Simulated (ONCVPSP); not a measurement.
Configuration tests for gadolinium (Gd) (ONCV)

```json
{
 "Element": "gadolinium",
 "Generator": "ONCVPSP 4.0.1",
 "Type": "optimised norm-conserving Vanderbilt (ONCV)",
 "Functional": "PW91",
 "Relativity": "scalar-relativistic",
 "Frozen core": "[Kr] 4d10",
 "Valence charge": "18",
 "Reference configuration": "4f6 5s2 5p6 5d2 6s2",
 "Partial waves": "5s+6s: rc 2.35 bohr, ncon 3, nbas 6, qcut 4.3 1/bohr, 2 projectors; 5p: rc 2.30 bohr, ncon 3, nbas 6, qcut 6.8 1/bohr, 2 projectors, debl 2.4 Ha; 5d: rc 2.25 bohr, ncon 5, nbas 10, qcut 4.6 1/bohr, 1 projector; 4f: rc 1.35 bohr, ncon 5, nbas 9, qcut 12 1/bohr, 3 projectors, debl 0.6 Ha",
 "Local potential": "polynomial inside 1.25 bohr (lpopt 1, dvloc0 2 Ha)",
 "Core correction": "none"
}
```

Energies are relative to the spin-unpolarised reference configuration 4f6 5s2 5p6 5d2 6s2; without spin polarisation the order of configurations can differ from experiment.

```
valence configuration  charge  ΔE all-electron (eV)  error AE − PS (meV)
  4f7 5s2 5p6 5d1 6s2       0                -8.923                 +171
  4f7 5s2 5p6 5d1 6s0      +2                 9.891                 +269
  4f7 5s2 5p5 5d1 6s2      +1                23.428                 +197
```

**Question.** What are ΔE and the potential's error for 4f7 5s2 5p6 5d1 6s1?

**Answer.** ΔE = -2.233 eV all-electron; the error (AE − PS) is +210 meV.

Levels in the configuration 4f7 5s2 5p5 5d1 6s2:

```tsv
level	all-electron (eV)	pseudo (eV)
4f	-20.132	-20.685
5s	-60.751	-60.099
5p	-37.778	-37.743
5d	-11.094	-11.190
6s	-10.733	-10.684
```
